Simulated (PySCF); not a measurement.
**The third ionisation energy along the noble gases**

Calculated with PySCF 2.14 from differences of total energies of unrestricted determinants, without spin-orbit coupling. Values in eV. The last column holds reference values (NIST; (s) semi-empirical, (t) theoretical, else measured). Unmarked ones compare directly (S terms, centres of terms, or small fine structure); those marked * lie between the lowest fine-structure levels and include a spin-orbit shift.

```tsv
element	configurations	MP2 (valence)	SCS-MP2 (valence)	SCS-MP2 (valence and next inner shell)	LDA	PBE	PBE0	reference
Ne (x2c-QZVPPall with one added diffuse shell each of s, p, d, f type, spin-free X2C)	[He] 2s2 2p4 → [He] 2s2 2p3	63.150	63.279	63.287	63.629	63.880	63.732	63.423 *
Ar (x2c-QZVPPall with one added diffuse shell each of s, p, d, f type, spin-free X2C)	[Ne] 3s2 3p4 → [Ne] 3s2 3p3	40.325	40.439	40.453	40.840	40.711	40.712	40.735 ± 0.012 (s) *
Kr (x2c-QZVPPall with one added diffuse shell each of s, p, d, f type, spin-free X2C)	[Ar] 3d10 4s2 4p4 → [Ar] 3d10 4s2 4p3	35.174	35.273	35.370	35.842	35.524	35.542	35.838 ± 0.02 *
Xe (x2c-QZVPPall with one added diffuse shell each of s, p, d, f type, spin-free X2C)	[Kr] 4d10 5s2 5p4 → [Kr] 4d10 5s2 5p3	30.139	30.229	30.359	30.867	30.509	30.528	31.05 ± 0.04 (s) *
```

"Valence" correlates the outer s and p shells and, in groups 3 to 12 and the f block, the outer d or f shell, open or full, or the next shell where the ion has no valence electron left; the wider scheme adds the next inner shell.
